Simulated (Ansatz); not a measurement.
A nudged elastic band was laid between two geometries of CH11GeNSi2 (16 atoms, charge 0, multiplicity 1).

The calculation used RHF/def2-SVP (Ansatz).

```
movable images  : 5
climbing image  : yes
spring          : 5.0 eV/Å²
optimiser       : quadratic models (default)
start path      : through a guess of the saddle point
force threshold : 0.05 eV/Å
iteration limit : 60
end points      : relaxed
```

First end point:

```xyz
16
Properties=species:S:1:pos:R:3
C -1.978 -0.256 -0.977
Si -0.235 -0.971 -0.970
N -0.152 -2.280 0.163
Ge 1.359 0.793 -0.471
Si 0.986 1.734 1.724
H -2.704 -1.036 -1.219
H -2.072 0.544 -1.714
H -2.243 0.158 -0.001
H 0.112 -1.530 -2.300
H 0.571 -2.969 0.092
H -0.439 -2.162 1.115
H 2.796 0.236 -0.505
H 1.297 1.939 -1.501
H 1.005 0.653 2.744
H 2.020 2.735 2.082
H -0.346 2.389 1.782
```

Last end point:

```xyz
16
Properties=species:S:1:pos:R:3
C -1.625 -0.767 -1.996
Si -0.368 -0.873 -0.598
N -1.072 -1.658 0.776
Ge 0.467 1.346 -0.070
Si 2.090 1.280 1.718
H -1.980 -1.765 -2.261
H -1.187 -0.307 -2.885
H -2.490 -0.167 -1.703
H 0.799 -1.698 -1.000
H -0.500 -2.161 1.426
H -1.887 -1.291 1.228
H 1.113 2.028 -1.293
H -0.696 2.255 0.384
H 3.265 0.469 1.311
H 2.559 2.638 2.086
H 1.490 0.648 2.922
```

Q: Which bonds break or form, and what moves?

A: No bond is made or broken. The dihedral C1–Si2–Ge4–H12 goes from -178 to -58°.

Q: What energy profile does the band end with?

A: It converged. The highest image is number 3 of 0 to 6, 0.019 eV above the ends, which have the same energy within 2 meV. A vibrational analysis at the climbing image gives no mode beyond 40i cm⁻¹: the surface is too flat there to confirm a saddle point.

| image | path coordinate (Å) | energy (eV) | dihedral C1–Si2–Ge4–H12 (°) |
| --- | --- | --- | --- |
| 0 | 0.00 | 0.000 | -178 |
| 1 | 1.28 | 0.007 | -160 |
| 2 | 2.56 | 0.016 | -141 |
| 3 | 3.83 | 0.019 | -121 |
| 4 | 5.14 | 0.013 | -99 |
| 5 | 6.44 | 0.004 | -78 |
| 6 | 7.74 | -0.001 | -58 |

Q: What is the geometry of the highest image?

A: 
```xyz
16
Properties=species:S:1:pos:R:3
C -1.936 -0.459 -1.586
Si -0.281 -0.917 -0.816
N -0.568 -1.764 0.669
Ge 1.073 1.088 -0.499
Si 1.526 1.315 1.863
H -2.549 -1.353 -1.727
H -1.799 0.023 -2.557
H -2.490 0.235 -0.948
H 0.481 -1.838 -1.695
H 0.131 -2.350 1.084
H -1.200 -1.411 1.361
H 2.409 1.014 -1.261
H 0.349 2.360 -0.987
H 2.245 0.111 2.354
H 2.343 2.511 2.185
H 0.241 1.414 2.603
```

Time of the run: 2.4 min on 2 threads of Intel(R) Xeon(R) Platinum 8488C (Sapphire Rapids), with other jobs on the host, peak memory 0.48 GiB.
